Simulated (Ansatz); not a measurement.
Input for Ansatz (development build ahead of 0.2.0):

```yaml
crystal:
  periodic: [false, false, false]
  atoms:
    - { symbol: H, position_ang: [1.6, 0.0, 0.0] }
    - { symbol: H, position_ang: [1.29443, 0.94046, 0.0] }
    - { symbol: H, position_ang: [0.49443, 1.52169, 0.0] }
    - { symbol: H, position_ang: [-0.49443, 1.52169, 0.0] }
    - { symbol: H, position_ang: [-1.29443, 0.94046, 0.0] }
    - { symbol: H, position_ang: [-1.6, 0.0, 0.0] }
    - { symbol: H, position_ang: [-1.29443, -0.94046, 0.0] }
    - { symbol: H, position_ang: [-0.49443, -1.52169, 0.0] }
    - { symbol: H, position_ang: [0.49443, -1.52169, 0.0] }
    - { symbol: H, position_ang: [1.29443, -0.94046, 0.0] }
basis:
  gaussian: { orbitals: cc-pVDZ }
total_charge: 1
magnetization:
  spin_polarized: true
  initial_magnetization: 1
hamiltonian:
  xc: hf
output:
  forces: true
```

The input is written out in the form of the current development build from the run's settings.

Output:

```
Converged                       : yes
Total energy                    : -5.03395 hartree
Spin squared of the determinant : 0.819
Stability test                  : minimum
```

Forces (eV/Å):
| atom | Fx | Fy | Fz |
| --- | --- | --- | --- |
| H1 | -0.217 | 3.314 | 0.000 |
| H2 | 1.366 | -1.645 | 0.000 |
| H3 | -0.112 | -0.344 | 0.000 |
| H4 | -2.072 | -0.528 | 0.000 |
| H5 | 2.123 | 2.553 | 0.000 |
| H6 | 0.217 | -3.314 | 0.000 |
| H7 | -1.366 | 1.645 | 0.000 |
| H8 | 0.112 | 0.344 | 0.000 |
| H9 | 2.072 | 0.528 | 0.000 |
| H10 | -2.123 | -2.553 | 0.000 |

Caution: the charge can sit on one fragment and break the point group; the determinant breaks the point group.
